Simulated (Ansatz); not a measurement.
System: C$_{4}$H$_{11}$Si, net charge 0, doublet state. It need not be the lowest isomer of its formula. 
Coordinates optimised at B3LYP-D3(BJ)/def2-TZVP (Ansatz, a first-principles code):
SMILES: [CH2][Si](C)(C)C
```xyz
16

Si    -0.0251    -0.0143     0.0343
C     -1.2228    -0.5404     1.3439
C      1.1523     1.2651     0.7474
C      0.9291    -1.5148    -0.5737
C     -0.9522     0.7500    -1.4174
H     -1.5540     0.1166     2.1419
H     -1.6856    -1.5221     1.3632
H      1.7324     0.8529     1.5756
H      1.8548     1.6154    -0.0128
H      0.6073     2.1350     1.1214
H      1.5055    -1.9724     0.2330
H      0.2532    -2.2742    -0.9738
H      1.6256    -1.2383    -1.3689
H     -1.6506     0.0370    -1.8602
H     -1.5230     1.6268    -1.1047
H     -0.2522     1.0640    -2.1964
```
Charge 0, spin multiplicity 2.

Quantity: atomisation energy (electronic, to ground-state atoms), in eV. Valence correlation only, unless marked. Open shells are spin-unrestricted. Spin-orbit coupling is left out. No relativistic terms. The coupled-cluster limit lacks core correlation, which all-electron functionals hold. CBS(X,Y): correlation extrapolated as X^-3; Hartree-Fock from the larger set. The bracket is a focal-point correction in the basis named.

| level | program | atomisation energy (eV) |
|---|---|---|
| BLYP-D4/def2-TZVPD | Ansatz + dftd4 | 61.71 |

Question: Predict the RI-MP2/CBS(cc-pV(T+d)Z,cc-pV(Q+d)Z)+[CCSD(T)-MP2]/cc-pV(T+d)Z result (Ansatz).

Answer: 62.21 eV
